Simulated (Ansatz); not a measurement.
System: sum formula H₄BSiO₃, charge 0, multiplicity 2. It need not be the lowest isomer of its formula. 
Geometry from a B3LYP-D3(BJ)/def2-TZVP (Ansatz, a program for electronic structure) optimisation:
SMILES: O(B([O])O)[SiH3]
```xyz
9

O     -1.6577    -1.4890     0.4764
B     -0.8922    -0.4587    -0.0039
O     -1.4567     0.4190    -0.8933
O      0.3895    -0.3340     0.4074
Si     1.6200     0.7287     0.0861
H     -2.3752     0.2443    -1.1231
H      1.9517     0.7003    -1.3547
H      1.2256     2.0971     0.4846
H      2.7782     0.2809     0.8834
```
Charge 0, spin multiplicity 2.

Basis-set convergence of Hartree-Fock and MP2 correlation energies (hartree) with Ansatz. Valence correlation only, unless marked. UHF or UKS for open shells. Spin-orbit coupling is left out. No relativistic terms.

```
basis        functions       E(HF)  E(corr, MP2)
-----------  ---------  ----------  ------------
cc-pV(D+d)Z         99  -540.71074      -0.68050
cc-pV(T+d)Z        215  -540.81406      -0.87080
cc-pV(Q+d)Z        404  -540.83770      -0.94115
```

Extrapolating the two largest sets (X = 3 and 4) as X^-3: E(corr) = (64·(-0.94115) - 27·(-0.87080))/37 = -0.9925 Eh, an estimate of the basis-set limit. The largest set recovers 94.8 % of it, the smallest 68.6 %.
